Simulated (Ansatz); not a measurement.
# Cl⁻ ··· CH₄S

The pair of Cl⁻ (SMILES [Cl-], atom 1) and CH₄S (SMILES CS, atoms 2–7), both closed shells, in one local arrangement (a lower one may exist), relaxed at PBE0-D4/def2-TZVPD:

| atom | x (Å) | y (Å) | z (Å) |
| --- | --- | --- | --- |
| Cl1 | -0.5607 | 0.5223 | -2.6860 |
| C2 | 0.3577 | -0.4274 | 0.6915 |
| S3 | -0.7091 | 1.0358 | 0.6780 |
| H4 | -0.1092 | -1.2467 | 1.2421 |
| H5 | 1.3264 | -0.2012 | 1.1417 |
| H6 | 0.5008 | -0.7238 | -0.3499 |
| H7 | -0.8061 | 1.0410 | -0.7175 |

Program: Ansatz 0.2.0. Basis: def2-TZVPPD, with def2-QZVPPD for the basis limit. Cores are frozen in the correlated methods. B3LYP uses VWN-RPA correlation. Extrapolation: Hartree–Fock as exp(−7.88 √X), correlation as X^−2.97. Interaction energies count from these two fragments, frozen as in the pair, with the counterpoise correction; negative means bound.

Task: What is the interaction energy by CCSD(T) at an estimated basis limit (MP2 extrapolated from triple and quadruple zeta, plus CCSD(T) − MP2 in triple zeta)? (Judge from chemistry; the value comes from the calculation.)

Result: The calculation gives: -63.2 kJ/mol. Hartree–Fock alone gives -34.8 kJ/mol at the basis limit. It counts from the two fragments frozen as in the pair.

The same quantity by other methods in triple zeta, and each one's difference from that estimate:
| method | E_int (kJ/mol) | difference |
| --- | --- | --- |
| PBE-D4 | -74.7 | -11.4 |
| revPBE-D4 | -72.6 | -9.3 |
| BLYP-D4 | -67.7 | -4.4 |
| r2SCAN-D4 | -71.6 | -8.3 |
| B97M-V | -65.1 | -1.9 |
| PBE0-D4 | -70.8 | -7.5 |
| B3LYP-D4 | -66.0 | -2.8 |
| HSE06-D4 | -71.0 | -7.7 |
| wB97X-V | -61.9 | 1.3 |
| wB97M-V | -61.2 | 2.1 |
| B2PLYP | -58.5 | 4.7 |
| HF | -34.6 | 28.6 |
| MP2 | -63.1 | 0.1 |
| CCSD | -53.2 | 10.0 |
| CCSD(T) | -57.8 | 5.5 |
Differences are method less estimate.

Task: Which atoms make the shortest contact between the fragments?

Result: Cl1 and H7, 2.05 Å apart.

Energy to bend the free fragments (PBE0-D4 minima) into their shapes in the pair, CCSD(T)/def2-TZVPPD: CH₄S 12.1 kJ/mol. This must be added to the interaction energy to get the binding energy from relaxed fragments.

Basis-set superposition shift (counterpoise-corrected less uncorrected): CCSD(T) 5.5; MP2 5.1; HF 0.3; PBE0-D4 0.5; wB97M-V 0.5 kJ/mol.

T1 diagnostic: at most 0.010.

For scale, one of the runs: CCSD(T)/def2-TZVPPD, 207 basis functions, launched by `ansatz run in.yaml --threads 2 --pin off --events-out ev --progress --plain --max-ram 5222MiB`. The run took 39 s on 2 CPU threads of an Intel Xeon Platinum 8488C (shared host), with 2.6 GiB of host memory at its peak.
